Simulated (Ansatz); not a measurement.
Cs₃Br₂, relaxed as a doublet with UKS PBE0-D4/def2-SVP in Ansatz, starting from the GFN1-xTB geometry. Force threshold 0.02 eV/Å.

In the def2 sets Cs takes a core potential; there is no spin–orbit coupling. The relaxation made no stability test and no search for a lower SCF solution. Another isomer (doublet) lies 0.23 eV lower at PBE0-D4/def2-TZVP; other spin states weren't run for this one.

Start:

```xyz
5

Cs   -0.692    1.174    2.642
Cs   -2.668    0.297   -1.350
Cs    1.434   -0.584   -0.570
Br   -0.448   -1.153   -3.142
Br    2.374    0.265    2.420
```

| step | energy (eV) | largest force component (eV/Å) | SCF passes |
| --- | --- | --- | --- |
| 1 | -141710.5132 | 0.627 | 17 |
| 2 | -141710.8019 | 0.368 | 23 |
| 3 | -141710.9340 | 0.186 | 24 |
| 4 | -141711.0078 | 0.102 | 23 |
| 5 | -141711.0360 | 0.062 | 24 |
| 6 | -141711.0535 | 0.039 | 23 |
| 7 | -141711.0583 | 0.069 | 23 |
| 8 | -141711.0598 | 0.023 | 23 |
| 9 | -141711.0602 | 0.002 | 23 |

Force components are those of the run's own axes.

End:

```xyz
5

Cs   -0.8910    1.4197    3.1114
Cs   -3.1803    0.3436   -1.5091
Cs    2.4006   -1.0272   -0.9489
Br   -0.3994   -0.9743   -2.7905
Br    2.0702    0.2383    2.1372
```

By distances, no bond broke or formed, bridged metal pairs apart. The bond that changes most is Cs1–Cs2, from 4.54 to 5.27 Å (atoms count from 1). Metal–metal contacts that move far: Cs1–Cs3 4.23 to 5.77 Å, Cs2–Cs3 4.27 to 5.77 Å. The end is the same structure that another start reached.

No frequencies were taken in this run, so the end may be a saddle point.

Hardware: 4 threads of AMD EPYC 7B13 on a shared host. Wall time 37 s.
